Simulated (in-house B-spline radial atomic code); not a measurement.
**CAM-B3LYP excitations of Os⁸⁺**

Method: CAM-B3LYP. Computed with a B-spline radial code for spherical atoms: linear response of the closed shell [Xe] 4f14 with the functional's adiabatic kernel; scalar-relativistic (spin-free one-electron X2C), finite nucleus, no spin-orbit coupling, no double excitations, S, P, D and F terms only; shells from n = 3 respond. Only terms of natural parity with L up to 3 were computed.

Spin-orbit coupling is strong here, so these LS terms don't match observed levels.

Command:
```bash
python run_td.py task.json out
```
Settings (radii: box in bohr, nucleus in fm):
```
Z                        76
electrons                68
configuration            [Xe] 4f14
hamiltonian              x2c
method                   camb3lyp
box_radius               11.59
rms_radius               5.4126
intervals                68
```

Time taken, with all properties: 7.1 s on 1 thread of Intel(R) Xeon(R) Platinum 8375C CPU @ 2.90GHz (Ice Lake), with other jobs on the host.

The lowest states, in the order of their Tamm-Dancoff energies; the method's threshold (minus the highest occupied level) is 166.62 eV. Labels give the largest channel, * marks a mixed state, and oscillator strengths are full-response dipole values. Semilocal kernels can invert the small singlet-triplet splittings of Rydberg terms. Energies in eV:

```json
{"state": "5p → 5d 3P", "full response": "?", "Tamm-Dancoff": "?", "oscillator strength": "-"}
{"state": "5p → 5d 3F", "full response": "?", "Tamm-Dancoff": "?", "oscillator strength": "-"}
{"state": "5p → 5d 1F", "full response": "54.49", "Tamm-Dancoff": "54.53", "oscillator strength": "-"}
{"state": "4f → 5d 3P", "full response": "60.68", "Tamm-Dancoff": "60.70", "oscillator strength": "-"}
```

**Question.** Where does 5p → 5d 3F lie?

**Answer.** At 51.57 eV in full response, 51.67 eV in Tamm-Dancoff.

**Question.** Where does 5p → 5d 3P lie?

**Answer.** At 50.88 eV in full response, 50.97 eV in Tamm-Dancoff.

**Question.** How large is the singlet-triplet splitting of 5p → 5d (F terms) in Tamm-Dancoff?

**Answer.** 2.86 eV, from the unrounded values.

**Question.** What polarisabilities and dispersion coefficient does the method give?

**Answer.** Dipole 1.419 bohr³, quadrupole 1.482 bohr⁵, C6 4.508 hartree·bohr⁶ for two such species.
